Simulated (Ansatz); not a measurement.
Reaction (redistribution): `FB([SiH3])[SeH]` + `OB[SiH](O)F` → `OBB(F)[SiH3]` + `O[SiH](F)[SeH]`

Computed with Ansatz on PBE0-D4/def2-TZVP structures; ΔE is electronic, products minus reactants. CCSD(T)/CBS adds triple-zeta CCSD(T) − MP2 to the extrapolated MP2 energy (def2 sets, frozen cores). DFT in def2-TZVPP. For Se outer-core shells are correlated without core-valence functions, which leaves a few kJ/mol of doubt a bond. Scalar relativity is left out up to krypton. One conformer a species, not always the lowest.

`FB([SiH3])[SeH]`:

Cartesian coordinates in Å:
```
F 1.367 -0.831 1.091
B 0.544 -0.494 0.106
Si -0.816 0.993 0.344
Se 0.644 -1.436 -1.584
H -1.609 1.174 -0.901
H -1.741 0.663 1.463
H -0.125 2.270 0.668
H 1.736 -2.339 -1.187
```

`OB[SiH](O)F`:

Z-matrix (Å, degrees):
```
Si
B 1 2.025
F 1 1.607 2 108.8
O 1 1.640 2 106.5 3 118.3
H 1 1.489 2 116.9 3 -118.3
O 2 1.350 1 118.0 3 119.0
H 2 1.204 1 122.3 3 -61.1
H 4 0.958 1 118.6 2 169.0
H 6 0.962 2 113.8 1 179.8
```

`OBB(F)[SiH3]`:

Cartesian coordinates in Å:
```
O 0.151 2.168 0.923
B -0.333 1.470 -0.133
B -0.808 -0.154 0.080
F -2.087 -0.453 0.306
Si 0.496 -1.727 -0.105
H 0.425 3.062 0.704
H -0.363 1.998 -1.220
H 0.633 -2.055 -1.555
H 0.036 -2.951 0.607
H 1.850 -1.359 0.393
```

`O[SiH](F)[SeH]`:

Cartesian coordinates in Å:
```
O 0.673 1.145 -0.656
Si 0.439 -0.096 0.368
F 0.558 0.365 1.888
Se -1.657 -0.951 0.246
H -0.023 1.800 -0.735
H 1.514 -1.060 0.083
H -1.503 -1.204 -1.193
```

Is it downhill or uphill in electronic energy at CCSD(T)/CBS, and by how much? (Best estimate.)

Ansatz gave: Uphill: ΔE = +3.6 kcal/mol.

What do these levels give: PBE-D4, ωB97X-V, ωB97M-V, r2SCAN, PBE0, HF/def2-TZVPP, CCSD/def2-TZVPP, CCSD(T)/def2-TZVPP, HF/def2-QZVPP, MP2/def2-QZVPP, SCS-MP2/def2-QZVPP, HF/CBS(def2)? (Estimate.)

Computed: PBE-D4 4.4, ωB97X-V 3.0, ωB97M-V 2.7, r2SCAN 3.6, PBE0 3.5, HF/def2-TZVPP 1.3, CCSD/def2-TZVPP 3.8, CCSD(T)/def2-TZVPP 4.4, HF/def2-QZVPP 1.2, MP2/def2-QZVPP 3.9, SCS-MP2/def2-QZVPP 3.7, HF/CBS(def2) 1.1 kcal/mol.

Largest T1 diagnostic among the species: 0.015.

In def2-TZVPP, CCSD(T) changes the Hartree–Fock value by +3.1 kcal/mol (the triples alone add +0.6 kcal/mol) and MP2 by +3.1 kcal/mol. From PBE to PBE0 (25 % exact exchange), in def2-TZVPP and without D4, ΔE moves by −0.9 kcal/mol.
